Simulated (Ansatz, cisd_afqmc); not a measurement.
Species: Cl, charge 0, doublet.

Total energies in cc-pV(D+d)Z, 7 correlated electrons, 5 frozen orbitals. Radicals and triplets start from unrestricted determinants; spin-orbit coupling is neglected. Correlated methods leave the cores frozen. No relativity. AFQMC is phaseless with a CISD trial state; ± is one standard error, without the phaseless bias. Outlying blocks are dropped, and bars are widened where a walk drifts. Over all cases where full CI ran beside it in this data, AFQMC minus full CI had a median of +0.1 mEh and passed +0.4 mEh in a tenth of the cases. Full CI freezes restricted core orbitals and the other rows unrestricted ones, which leaves a small offset even where coupled cluster is exact.

```csv
method,program,energy (Eh),error against FCI (mEh)
HF,Ansatz,-459.47140,133.06
MP2,Ansatz,-459.58400,20.45
CCSD,Ansatz,-459.60254,1.91
CCSD(T),Ansatz,-459.60403,0.42
CCSDT(Q),Ansatz,-459.60445,0.00
CCSDTQ,Ansatz,-459.60447,-0.01
AFQMC/CISD,cisd_afqmc,-459.6042 ± 0.0001,0.3 ± 0.1
FCI,Ansatz,-459.60445,0.00
```

Ansatz is an electronic-structure program.
